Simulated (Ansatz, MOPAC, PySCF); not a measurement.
Energy landscape of H₂Mg, singlet: symmetric bend, bond length relaxed. Scanned: H-Mg-H angle. Other coordinates (Mg-H bond length) were minimised at B3LYP/def2-TZVP.

Methods: PM3, restricted, heats of formation (MOPAC); RHF/def2-SVP (PySCF); RHF/cc-pVTZ (Ansatz, a first-principles code); FCI/cc-pVTZ = full CI/cc-pVTZ, frozen core (Ansatz).

Energies relative to the lowest point of each profile, in eV:

```
a / °     PM3    RHF  RHF/cc-pVTZ
------  -----  -----  -----------
180     0.000  0.000        0.000
169.48  0.010  0.021        0.018
161.80  0.030  0.063        0.054
149.18  0.089  0.177        0.156
138.16  0.167  0.324        0.293
132.32  0.220  0.421        0.386
121.58  0.337  0.639        0.597
110.42  0.490  0.927        0.880
101.29  0.638  1.218        1.168
90.50   0.838  1.641        1.590
80.80   1.038  2.113        2.062
60      1.280  3.503        3.460
```

Question: What does FCI/cc-pVTZ give at the same points?

Answer: 180: 0.000; 169.48: 0.016; 161.80: 0.049; 149.18: 0.143; 138.16: 0.268; 132.32: 0.352; 121.58: 0.543; 110.42: 0.796; 101.29: 1.052; 90.50: 1.424; 80.80: 1.837; 60: 3.041 (eV).
